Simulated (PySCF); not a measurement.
## Torsional scan of `OC[C@]1(Cl)C=C1F`, C4H4ClFO

Every point has one dihedral held and the rest relaxed. First point, dihedral O1–C2–C3–C5 = 0°. Geometry:
| atom | x (Å) | y (Å) | z (Å) |
| --- | --- | --- | --- |
| O1 | -1.538 | -1.146 | -0.889 |
| C2 | -0.871 | 0.058 | -0.636 |
| C3 | 0.009 | -0.031 | 0.610 |
| Cl4 | 1.448 | 1.021 | 0.488 |
| C5 | 0.101 | -1.301 | 1.425 |
| C6 | -0.538 | -0.295 | 1.952 |
| F7 | -1.226 | 0.199 | 2.955 |
| H8 | -2.179 | -1.319 | -0.189 |
| H9 | -1.571 | 0.900 | -0.540 |
| H10 | -0.237 | 0.233 | -1.508 |
| H11 | 0.493 | -2.286 | 1.472 |

Level of theory: TDDFT LC-wPBE/def2-SVPD circular dichroism and optical rotation, one conformer, gas phase in PySCF. Geometry: GFN2-xTB, dihedral held.

(1) How does the specific rotation at 589.3 nm (origin-invariant length gauge) follow that dihedral, the rest relaxed?

Answers

(1) 
| dihedral (°) | [α]589 (deg dm⁻¹ (g/mL)⁻¹) | S1 (eV) | R(S1), velocity form (10⁻⁴⁰ esu² cm²) |
| --- | --- | --- | --- |
| 0 | -28.9 | 7.00 | +9.7 |
| 30 | -2.9 | 7.06 | +15.5 |
| 60 | +37.3 | 7.09 | +16.3 |
| 180 | -63.1 | 6.95 | +20.0 |
